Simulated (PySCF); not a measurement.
## Excitation energy of Sc by level of theory

Sc [Ar] 3d1 4s2 (2D) → Sc [Ar] 4s2 4p1 (2P), as a difference of total energies. Calculation: PySCF 2.14, in aug-cc-pwCVTZ-DK with one added diffuse shell each of s, p, d, f, g type (11s10p8d5f4g, 152 functions); scalar relativity by spin-free X2C-1e. Correlated levels: valence: [Ar] frozen; valence and next inner shell: [Ne] frozen; nothing frozen. The calculations carry no spin-orbit coupling.

Task: Order these methods by the excitation energy they give, lowest first.
A. SCS-MP2 (all electrons)
B. PBE
C. MP2 (valence)
D. SCS-MP2 (valence)

Result: D (22521 cm⁻¹), C (22778 cm⁻¹), A (24326 cm⁻¹), B (29845 cm⁻¹).

For comparison: 18706 cm⁻¹ (measured; NIST levels, between the centres of gravity of the two terms).
